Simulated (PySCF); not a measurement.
Cl⁺: ionisation energy

Cl⁺ [Ne] 3s2 3p4 (3P) → Cl²⁺ [Ne] 3s2 3p3 (4S), as a difference of total energies. All numbers are calculated (PySCF 2.14, no relativity, point nucleus, in def2-TZVPPD (6s6p4d1f, 51 functions)). Correlated levels: valence: [Ne] frozen. The calculations carry no spin-orbit coupling.

| method | ionisation energy (eV) | error (eV) |
| --- | --- | --- |
| UHF | 22.579 | -1.192 |
| MP2 (valence) | 23.343 | -0.428 |
| SCS-MP2 (valence) | 23.427 | -0.344 |
| CCSD (valence) | 23.454 | -0.317 |
| CCSD(T) (valence) | 23.483 | -0.288 |

Reference: 23.771 eV (measured; NIST levels, between the centres of gravity of the two terms).

Errors of the correlated levels include the incompleteness of this basis and the frozen core.
